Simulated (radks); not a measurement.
Valence configurations of Sn3+ (all share [Kr]). Calculated with a radial shooting solver on a logarithmic mesh with Libxc functionals: scalar-relativistic Kohn-Sham, LDA (Slater exchange, Perdew-Wang correlation), spin-polarised, spherical densities, point nucleus; open shells are filled with parallel spins first (spin-orbit coupling, left out, can overturn this in heavy ions). Energies are relative to 4d10 5s1; eigenvalues in eV for spin up.

| valence | E (eV) | moment (Bohr magnetons) | e(4d) | e(5p) | e(5s) |
|---|---|---|---|---|---|
| 4d10 5s1 | 0.000 | 1 | -55.393 | - | -36.930 |
| 4d10 5p1 | 9.328 | 1 | -56.661 | -28.402 | - |
| 4d9.5 5s1.5 | 9.919 | 1 | -58.118 | - | -37.803 |
| 4d9.5 5s1 5p0.5 | 14.132 | 2 | -58.827 | -29.001 | -38.598 |
| 4d9 5s2 | 20.436 | 1 | -60.866 | - | -38.653 |
| 4d9 5s1 5p1 | 29.068 | 3 | -62.253 | -30.268 | -40.168 |
| 4d8.5 5s1 5p1.5 | 44.838 | 4 | -65.673 | -31.461 | -41.670 |
| 4d8 5s2 5p1 | 53.265 | 3 | -67.844 | -31.451 | -41.844 |
| 4d8.5 5p2.5 | 55.086 | 4 | -66.847 | -32.082 | - |
| 4d8 5s1 5p2 | 61.458 | 5 | -69.091 | -32.601 | -43.120 |

NIST lists [Kr] 4d10 5s1 as the ground configuration; this level of theory agrees among the configurations tried. The energies are those of spherical high-spin densities, not of single terms.
